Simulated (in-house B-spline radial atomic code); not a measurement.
B3LYP (VWN-RPA) excitations of the chromium ion Cr⁶⁺

Method: B3LYP (VWN-RPA). Computed with an all-electron radial atomic-structure program (B-spline basis): linear response of the closed shell [Ne] 3s2 3p6 with the functional's adiabatic kernel; non-relativistic, point nucleus, no spin-orbit coupling, no double excitations, S, P, D and F terms only. Only terms of natural parity with L up to 3 were computed.

Command:
```bash
python run_td.py task.json out
```
Settings (radii: box in bohr, nucleus in fm):
```
Z                        24
electrons                18
configuration            [Ne] 3s2 3p6
hamiltonian              nr
method                   b3lyp
box_radius               14.35
intervals                52
```

Cost of the run: 0.9 s on 1 thread of Intel(R) Xeon(R) Platinum 8488C (Sapphire Rapids), with other jobs on the host.

The lowest states, in the order of their Tamm-Dancoff energies; the method's threshold (minus the highest occupied level) is 151.11 eV. Labels give the largest channel, * marks a mixed state, and oscillator strengths are full-response dipole values. Semilocal kernels can invert the small singlet-triplet splittings of Rydberg terms. Energies in eV:

```json
{"state": "3p → 3d 3P", "full response": "42.04", "Tamm-Dancoff": "42.20", "oscillator strength": "-"}
{"state": "3p → 3d 3F", "full response": "42.68", "Tamm-Dancoff": "42.91", "oscillator strength": "-"}
{"state": "3p → 3d 1F", "full response": "46.62", "Tamm-Dancoff": "46.62", "oscillator strength": "-"}
{"state": "3p → 3d 1P", "full response": "60.27", "Tamm-Dancoff": "62.98", "oscillator strength": "3.42"}
{"state": "3s → 3d 3D", "full response": "73.71", "Tamm-Dancoff": "73.78", "oscillator strength": "-"}
{"state": "3s → 3d 1D", "full response": "78.59", "Tamm-Dancoff": "78.72", "oscillator strength": "-"}
{"state": "3p → 4s 3P", "full response": "80.60", "Tamm-Dancoff": "80.61", "oscillator strength": "-"}
{"state": "3p → 4s 1P", "full response": "81.66", "Tamm-Dancoff": "81.71", "oscillator strength": "0.264"}
{"state": "3p → 4p 3S", "full response": "88.52", "Tamm-Dancoff": "88.55", "oscillator strength": "-"}
{"state": "3p → 4p 3D", "full response": "89.36", "Tamm-Dancoff": "89.37", "oscillator strength": "-"}
{"state": "3p → 4p 1D", "full response": "90.14", "Tamm-Dancoff": "90.15", "oscillator strength": "-"}
{"state": "3p → 4p 1S", "full response": "?", "Tamm-Dancoff": "?", "oscillator strength": "-"}
{"state": "3p → 4d 3P", "full response": "102.76", "Tamm-Dancoff": "102.77", "oscillator strength": "-"}
{"state": "3p → 4d 3F", "full response": "?", "Tamm-Dancoff": "?", "oscillator strength": "-"}
{"state": "3p → 4d 1F", "full response": "103.44", "Tamm-Dancoff": "103.44", "oscillator strength": "-"}
{"state": "3p → 4d 1P", "full response": "104.35", "Tamm-Dancoff": "104.47", "oscillator strength": "0.212"}
```

(1) Where does 3p → 4p 1S lie?

(2) Where does 3p → 4d 3F lie?

(3) How large is the singlet-triplet splitting of 3p → 3d (F terms) in Tamm-Dancoff?

(4) What polarisabilities and dispersion coefficient does the method give?

Answers

(1) At 94.10 eV in full response, 94.38 eV in Tamm-Dancoff.

(2) At 102.93 eV in full response, 102.94 eV in Tamm-Dancoff.

(3) 3.71 eV, from the unrounded values.

(4) Dipole 0.8188 bohr³, quadrupole 0.7229 bohr⁵, C6 1.263 hartree·bohr⁶ for two such species.
